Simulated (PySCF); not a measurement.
A PySCF script (with the pyscf-properties extension) for the NMR shieldings of `F[Si-2](F)(F)(F)(F)F`, [F6Si]2-, on a GFN2-xTB geometry:

```python
import basis_set_exchange as bse
import numpy as np
from pyscf import gto, dft
from pyscf.prop import nmr

atoms = """
F     0.282234   -0.577160   -1.588370
Si    0.000451    0.000618   -0.003974
F     1.484878    0.847958   -0.048954
F    -0.799708    1.368653   -0.644853
F     0.800578   -1.367099    0.638085
F    -0.281396    0.578884    1.580280
F    -1.483704   -0.846950    0.040707
"""
names = dict.fromkeys(["F", "Si"], "pcSseg-1")
basis = {el: gto.basis.parse(bse.get_basis(n, elements=[el], fmt="nwchem")) for el, n in names.items()}
mol = gto.M(atom=atoms, basis=basis, charge=-2, verbose=0)
mf = dft.RKS(mol, xc="PBE0")
mf.grids.level = 2
mf.grids.alignment = dft.numint.BLKSIZE   # the property module wants whole blocks of grid points
mf.conv_tol = 1e-9
mf.kernel()

calc = nmr.RKS(mf)   # GIAO
C = mf.mo_coeff
Co = C[:, mf.mo_occ > 0]
resp = mf.gen_response(singlet=True, hermi=2)
def vind(x):   # induced exchange potential for any number of trial vectors
    d = np.einsum("pi,xij,qj->xpq", C, 2 * x.reshape(-1, C.shape[1], Co.shape[1]), Co, optimize=True)
    return np.einsum("xpq,pi,qj->xij", resp(d - d.transpose(0, 2, 1)), C, Co, optimize=True).ravel()
mo1, _ = nmr.rhf.solve_mo1(calc, with_cphf=vind)
sigma = calc.kernel(mo1)
for i, s in enumerate(sigma):   # ppm
    w = np.linalg.eigvalsh((s + s.T) / 2)
    print("%2d %-2s iso %8.1f  s11 %8.1f  s22 %8.1f  s33 %8.1f" % (i, mol.atom_pure_symbol(i), w.mean(), *w))
```

Problem. Give the expected output.

Solution. 
```
 0 F  iso    336.3  s11    290.4  s22    290.4  s33    428.0
 1 Si iso    529.0  s11    529.0  s22    529.0  s33    529.0
 2 F  iso    336.2  s11    290.4  s22    290.4  s33    428.0
 3 F  iso    336.2  s11    290.4  s22    290.4  s33    427.9
 4 F  iso    336.2  s11    290.4  s22    290.4  s33    428.0
 5 F  iso    336.2  s11    290.3  s22    290.4  s33    428.0
 6 F  iso    336.2  s11    290.4  s22    290.4  s33    428.0
```

These numbers come from an equivalent density-fitted implementation of the same equations, which agrees with the script to about 0.01 ppm for H and up to a few tenths of a ppm for heavy atoms, so last digits may differ.

Problem. Turn these shieldings into chemical shifts. Referencing at the same level of theory: 19F (σ = 170.95 ppm) vs CFCl3; 29Si (σ = 349.16 ppm) against TMS.

Solution. Averaging equivalent atoms: F 0/2/3/4/5/6: -165.3; Si 1: -179.9 ppm. Unscaled 19F shifts against computed CFCl3 carry errors that often reach 10 to 50 ppm.

Size and cost of the density-fitted run: 126 basis functions, 9.1 s wall time on 1 thread of an x86-64 server CPU, shared host.
